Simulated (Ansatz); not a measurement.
Dimer: HF (SMILES F) (first 2 atoms) with Si2H6 (SMILES [SiH3][SiH3]); geometry from B3LYP-D3(BJ)/def2-TZVP, rigid monomers moved along the line of their centres of mass till H2···H9 is 3.10 Å.
(charge 0, multiplicity 1):
```xyz
10

F      1.45958     0.31952    -0.17442
H      1.34353     0.29974     0.74874
Si    -0.98094    -0.31732     6.49995
Si    -0.95176    -0.31646     4.15629
H     -2.32866    -0.70423     6.97980
H     -0.65362     1.03571     7.00764
H      0.01542    -1.28563     7.01496
H     -1.24165    -1.65892     3.60353
H      0.41555     0.07372     3.69998
H     -1.90723     0.66586     3.59600
```

Monomers are frozen at their geometry in the pair; levels with a basis set take the counterpoise correction.

Correlated levels freeze the cores.

Codes used: Ansatz (Gaussian basis) for Hartree–Fock, density functionals and correlated methods. 

Predict the interaction energy from SCS-MP2/aug-cc-pV(D+d)Z.

-0.4 kcal/mol

Ansatz is an electronic-structure program.
